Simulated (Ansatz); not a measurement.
Reactions of H₆O₄SSi₂ (`O[SiH2]S[Si](O)(O)O`).

Isolated molecules relaxed with PBE0-D4/def2-TZVP in Ansatz; ΔE leaves out vibrations. CBS: MP2 limit from def2 TZ/QZ plus the TZ coupled-cluster correction, frozen cores. This one scheme is used for every species, atoms too. DFT in def2-TZVPP. Open shells (•) are unrestricted, without spin–orbit coupling. Spin–orbit coupling would lower the free atoms: a little for O, S, Si. One conformer a species, not always the lowest.

| reaction | ωB97M-V (kJ/mol) | CCSD/CBS(def2) (kJ/mol) | B2PLYP (kJ/mol) | MP2/CBS(def2) (kJ/mol) | CCSD(T)/CBS(def2) (kJ/mol) |
| --- | --- | --- | --- | --- | --- |
| `O[SiH2]S[Si](O)(O)O` + `CN[SiH2]Cl` → `CN([SiH2]O)[SiH2]Cl` + `O[Si](O)(O)S` | 16 | 11 | 14 | 16 | 14 |
| `O[SiH2]S[Si](O)(O)O` + `[CH3][AlH][OH]` → `[CH3][AlH][O][SiH2]O` + `O[Si](O)(O)S` | -50 | -60 | -61 | -48 | -53 |
| `O[SiH2]S[Si](O)(O)O` + `N=CF` → `O[SiH2]/N=C/F` + `O[Si](O)(O)S` | 19 | 13 | 8 | 18 | 17 |
| `O[SiH2]S[Si](O)(O)O` → `O[Si](O)(O)[S]`• + `O[SiH2]`• | 420 | 404 | 388 | 437 | 417 |
| `O[SiH2]S[Si](O)(O)O` → 6 H• + 4 O• + S• + 2 Si• | 5065 | 4987 | 4959 | 5224 | 5074 |
| `O[SiH2]S[Si](O)(O)O` + `CCS` → `CCS[Si](O)(O)O` + `O[SiH2]S` | 13 | 8 | 8 | 11 | 10 |
| `O[SiH2]S[Si](O)(O)O` + `O[SiH](O)O` → `O[SiH2]O[SiH](O)O` + `O[Si](O)(O)S` | -48 | -57 | -57 | -47 | -51 |

Largest T1 diagnostic: 0.015, for `O[SiH2]`•.
